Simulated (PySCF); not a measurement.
Give a PBE0-D3(BJ)/def2-SVP geometry of `CS[SiH2]NC=O`.

```xyz
13
C2H7NOSSi angstrom
C     -2.3468   -0.1970    0.5713
S     -0.7479    0.2251    1.3364
Si     0.5548   -0.4673   -0.2148
N      2.1564   -0.0890    0.4433
C      3.2370   -0.4168   -0.3137
O      3.1321   -0.9490   -1.3964
H     -2.4336   -1.2782    0.3922
H     -2.4995    0.3518   -0.3689
H     -3.1256    0.1040    1.2843
H      0.3923   -1.9314   -0.4336
H      0.3070    0.2665   -1.4869
H      2.3106    0.3538    1.3428
H      4.2229   -0.1595    0.1406
```

Any rigid rotation of these coordinates is as good. Atoms count from 1 in this order. S2 (sulfur bonded to C and Si) is bent (angle 98.9°). N4 (amide nitrogen) is planar (angles 124.0°, 118.6° and 117.4°, sum 360.0°, 0.00 Å off the plane of its three neighbours). The 6 heavy atoms lie in one plane (0.003 Å rms). Si3 (SiH2 silicon) is distorted tetrahedral (angles from 102.2° to 111.3°).

Bonds between heavy atoms (Å): C1–S2 1.822, S2–Si3 2.141, Si3–N4 1.772, N4–C5 1.359, C5=O6 1.211.

Theory: PySCF 2.14.0, PBE0-D3(BJ)/def2-SVP geometry optimisation, gas phase.

Point group: Cs (every atom within 0.08 Å of its image). Not checked by PBE0-D3(BJ)/def2-SVP frequencies. One conformer, not necessarily the lowest (C1–S2–Si3–N4 180°, S2–Si3–N4–C5 180°, Si3–N4–C5–O6 0°).

Hardware: one thread, Arm Neoverse V1, no GPU (shared host). Cost: 37 s. These figures are those of the optimisation.
